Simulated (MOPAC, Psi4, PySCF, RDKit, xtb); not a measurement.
Two geometries of H₆N₂Si, SMILES N[SiH2]N, relaxed at B3LYP-D3(BJ)/def2-SVP with one dihedral held; other torsions can differ between them too.

Structure A

```
9

N      1.4038    -0.4226    -0.0682
Si     0.0305     0.6016     0.1896
N     -0.7871     0.3450     1.7000
H      2.3182    -0.1104     0.2441
H      1.3122    -1.4272     0.0577
H      0.5922     1.9781     0.0147
H     -1.0265     0.3469    -0.8306
H     -1.7962     0.4449     1.7519
H     -0.3523     0.5704     2.5896
```

Structure B

```
9

N      1.3720    -0.4459     0.1970
Si    -0.0261     0.5685     0.1804
N     -1.4187    -0.4220     0.4409
H      2.2673    -0.0866     0.5102
H      1.4790    -1.2198    -0.4508
H      0.2932     1.6075     1.2124
H     -0.3484     1.2887    -1.0936
H     -2.3233    -0.1431     0.0757
H     -1.5100    -0.9913     1.2765
```

### Question
Which is lower in energy at the level DF-MP2 (frozen core)/cc-pVTZ // B3LYP-D3(BJ)/def2-SVP in Psi4, and by how much?

### Answer
B is lower, by 0.74 kcal/mol (dihedral H4–N1–Si2–N3: -90° in A, -150° in B).

E(B) − E(A) in kcal/mol at the other levels, on the same two geometries: MMFF94 // B3LYP-D3(BJ)/def2-SVP (RDKit) -1.17; PBE0/def2-TZVP // B3LYP-D3(BJ)/def2-SVP (Psi4) -0.79; PBE0-D3(BJ)/def2-TZVP // B3LYP-D3(BJ)/def2-SVP (Psi4) -0.79; PBE/def2-TZVP // B3LYP-D3(BJ)/def2-SVP (Psi4) -0.65; PBE-D3(BJ)/def2-TZVP // B3LYP-D3(BJ)/def2-SVP (Psi4) -0.66; M06-2X/def2-TZVP // B3LYP-D3(BJ)/def2-SVP (Psi4) -0.85; HF/cc-pVTZ // B3LYP-D3(BJ)/def2-SVP (Psi4) -0.95; UFF // B3LYP-D3(BJ)/def2-SVP (RDKit) 2.97; PM3, restricted, heats of formation // B3LYP-D3(BJ)/def2-SVP (MOPAC) 2.24; AM1, restricted, heats of formation // B3LYP-D3(BJ)/def2-SVP (MOPAC) 0.16; GFN1-xTB // B3LYP-D3(BJ)/def2-SVP (xtb) -2.09; restricted B3LYP/6-31G*, spherical d // B3LYP-D3(BJ)/def2-SVP (PySCF) -0.60; restricted M06-2X/6-31G*, spherical d // B3LYP-D3(BJ)/def2-SVP (PySCF) -0.71; restricted LDA (SVWN5)/6-31G*, spherical d // B3LYP-D3(BJ)/def2-SVP (PySCF) -0.61; restricted B3LYP/LANL2DZ, with its core potentials past Ne // B3LYP-D3(BJ)/def2-SVP (PySCF) -1.22.
